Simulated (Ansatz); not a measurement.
CH$_{4}$AlNS at its PBE0-D4/def2-TZVP geometry, where that method's forces vanish. Charge 0, multiplicity 1. The bonds changed during the relaxation, so this is another structure than the one it started from.

```
atom   x (Å)   y (Å)   z (Å)
  N1   1.229   0.981  -0.465
  C2   0.314   0.235   0.102
 Al3  -1.245  -0.969   0.145
  S4   0.161  -0.010   1.762
  H5   1.257   1.079  -1.467
  H6   1.928   1.476   0.074
  H7  -0.970  -2.499  -0.162
  H8  -2.673  -0.293   0.011
```

(1) For each bond, give half the difference of the two atoms' forces along it (eV/Å; positive pushes the atoms apart) under PBE-D4, r2SCAN-D4, B3LYP-D4, ωB97M-V in def2-TZVPP. (An estimate is asked.)

Results:

(1) The calculation gave: 
| bond | length (Å) | PBE-D4 | r2SCAN-D4 | B3LYP-D4 | ωB97M-V |
| --- | --- | --- | --- | --- | --- |
| N1–C2 | 1.310 | 0.30 | 0.25 | 0.17 | 0.16 |
| N1–H5 | 1.006 | 0.11 | -0.04 | -0.07 | -0.08 |
| N1–H6 | 1.012 | 0.16 | -0.05 | -0.03 | -0.11 |
| C2–Al3 | 1.971 | -0.18 | -0.16 | 0.01 | 0.06 |
| C2–S4 | 1.685 | 0.23 | 0.13 | 0.17 | 0.04 |
| Al3–S4 | 2.348 | 0.26 | 0.09 | 0.25 | 0.14 |
| Al3–H7 | 1.585 | 0.03 | -0.01 | -0.11 | -0.14 |
| Al3–H8 | 1.585 | 0.03 | -0.01 | -0.11 | -0.14 |

B3LYP here is the variant with VWN-RPA as its local correlation; programs differ in this.

Results of the Gaussian-basis code of Ansatz.
